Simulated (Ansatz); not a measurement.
The molecule CsW, multiplicity 6 (lowest of 2S+1 = 2, 4, 6, 8 at CCSD(T)/def2-TZVPP on PBE0 minima; our sources give no spin for the ground state, which may be another). No spin–orbit coupling. The T1 diagnostic near the minimum is 0.093, so single-reference values are doubtful.

Constants: fifth-degree fit in 1/R to seven points, most abundant isotopes. In def2 and cc sets the state is the lowest found near the PBE0 minimum, followed along R.

Codes used: Ansatz (Gaussian orbitals). Each number belongs to the level named beside it. In def2 rows elements past Kr take small-core potentials, without spin–orbit coupling.

Energies at wB97M-V/def2-TZVPP:

```json
[
 {"R (Å)": "3.201486", "E (hartree)": "-86.95743378"},
 {"R (Å)": "3.287547", "E (hartree)": "-86.95865076"},
 {"R (Å)": "3.366723", "E (hartree)": "-86.95920648"},
 {"R (Å)": "3.456227", "E (hartree)": "-86.95928167"},
 {"R (Å)": "3.545731", "E (hartree)": "-86.95886263"},
 {"R (Å)": "3.649005", "E (hartree)": "-86.95787541"},
 {"R (Å)": "3.769491", "E (hartree)": "-86.95618438"}
]
```

Question: With a reduced mass of 77.1582 u, find the minimum, the force constant and the constants.

Answer: A fifth-degree polynomial in 1/R puts the minimum at r_e = 3.4234 Å with force constant 28.7 N/m. Then ω_e = (1/2πc)√(k/μ) = 79 cm⁻¹ and B_e = h/(8π²cμr_e²) = 0.01864 cm⁻¹; the cubic and quartic terms give α_e = 3.4e-5 and ω_e x_e = 0.10 cm⁻¹.

Ansatz is an electronic-structure program.
